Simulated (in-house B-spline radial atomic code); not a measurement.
A run on K (an excited or competing configuration) that did not converge. Method: scalar-relativistic (X2C) wB97X, spin-polarised, spherical fractional occupations, Fermi nucleus of rms radius 3.4349 fm; computed with an all-electron radial atomic-structure program (B-spline basis).

Command:
```bash
python run_scf.py task.json out
```
Settings (nuclear radius in fm, mass in u):
```
Z                19
configuration    [Ar] 5s1
hamiltonian      x2c
method           wb97x
spin_polarised   True
nucleus          fermi
rms_radius       3.4349
atomic_mass      38.96371
speed_of_light   137.035999084
```

First and last ten iterations of the last attempt (damped for 15 steps, keeping 80 % of the old Fock matrix, then DIIS):
```
 iter        energy (Eh)    residual
    1        -600.101590    2.72e-01
    2        -601.747236    1.01e-01
    3        -601.942553    7.09e-02
    4        -602.043865    5.05e-02
    5        -602.095106    3.68e-02
    6        -602.120823    2.69e-02
    7        -602.134254    1.97e-02
    8        -602.141833    1.45e-02
    9        -602.146214    1.06e-02
   10        -602.148550    7.73e-03
  111        -592.877245    2.08e-01
  112        -592.100071    2.07e-01
  113        -592.440721    2.04e-01
  114        -592.780399    2.07e-01
  115        -602.195531    1.21e-02
  116        -602.150928    9.70e-03
  117        -602.166359    9.44e-03
  118        -602.153671    7.47e-03
  119        -602.148906    3.23e-02
  120        -602.150907    4.59e-03
 not converged after 120 iterations
```

The smallest residual met was 9.3e-04; the threshold is about 2e-07. No energy from this run should be used. Cost of the run: 6.8 s on 1 thread of Arm Neoverse V2, with other jobs on the host.
